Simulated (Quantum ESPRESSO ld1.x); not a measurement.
One sound ld1.x (Quantum ESPRESSO 7.5) input for neutral selenium gives E = -2428.459 hartree in 39 iterations:

```
 &input
    zed=34.0,
    iswitch=1,
    rel=2,
    dft='PBESOL',
    config='[Ar] 3d10 4s2 4p4',
    lsmall=.true.,
    prefix='ld1',
    max_out_wfc=37,
    file_charge='ld1.rho',
 /
```

Changed or added lines, one case at a time, and what came of them:

- rmax=6.0: inaccurate. The mesh cuts the orbital tails; the run ends without a warning, but the energy is off by -0.002762 hartree against the default mesh.
- config='[Ar] 3d10 4s2 4p4 2d1': refused. The program stops in el_config with "main/angular quantum number mismatch": l must be smaller than n.
- isic=1 latt=1: refused. The program stops in ld1_readin with "isic and latter correction not allowed": the two corrections exclude each other.
- config='[Ar] 3d10 4s2 4p4 8s1': refused. The program stops in el_config with "wrong main quantum number": the config string takes n from 1 to 7 alone.
- beta=0.01: not converged. So little new potential is mixed in that the limit of 200 iterations comes first; the energy is off by -9.3e-05 hartree.
- lsd=2: refused. The program stops in ld1_readin with "lsd not correct": lsd takes 0 or 1.
- dft='B3LPY': silently wrong. The misspelt name is read as B3LYP (index line 7 12 9 7), and as for B3LYP no exact exchange is computed, so the numbers are not those of the hybrid.
